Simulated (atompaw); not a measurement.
# Building the PAW (atompaw) potential for praseodymium (PBEsol, non-relativistic).

```
Element                 : Pr
Generator               : atompaw 4.2.0.5
Type                    : PAW
Functional              : PBEsol
Relativity              : non-relativistic
Frozen core             : [Xe] 4f2
Valence charge          : 3
Reference configuration : 5d1 6s0 6p0 (charge +2)
Partial waves           : 6s (bound, empty): rc 3.00 bohr; 6s channel at -0.3 Ry: rc 3.00 bohr; 6p (bound, empty): rc 3.00 bohr; 6p channel at 2.7 Ry: rc 3.00 bohr; 5d (bound): rc 3.00 bohr; 5d channel at -0.5 Ry: rc 3.00 bohr
Local potential         : ultrasoft scheme with l = 3 at 0 Ry, radius 2.35 bohr
Core correction         : smooth core density matched at 1.50 bohr
Augmentation charge     : besselshape compensation charge, radius 2.50 bohr; PAW radius 3.00 bohr; waves and projectors: custom polynom vanderbiltortho
```

All-electron outer shells of the reference configuration (PBEsol, non-relativistic, ld1.x):

```csv
shell,level (eV),outermost node (bohr),outermost maximum (bohr)
4f,-22.52,–,0.66
5d,-15.39,0.89,2.01
6s,-13.13,1.84,3.44
6p,-9.88,2.07,4.04
```

Does the generator finish with these settings?

Yes, a potential is produced.

Estimate the cutoffs (Ry, on a coarse ladder) from which the occupation-weighted sum of valence levels, in a spherical-Bessel basis at the reference potential, stays within 10 and 1 mRy of its value at 400 Ry.

8 Ry and 10 Ry.

What does a ghost test show?

Ghost states, extra bound levels that the all-electron valence spectrum of the same l lacks: s at -64.2 eV, p at -43.2 eV. A true bound ghost makes a file unfit for plane-wave use.

Is the overlap operator S = 1 + Σ q|β⟩⟨β| positive definite (Bessel basis up to 400 Ry)?

Yes: its lowest eigenvalue is 0.35 (s channel).
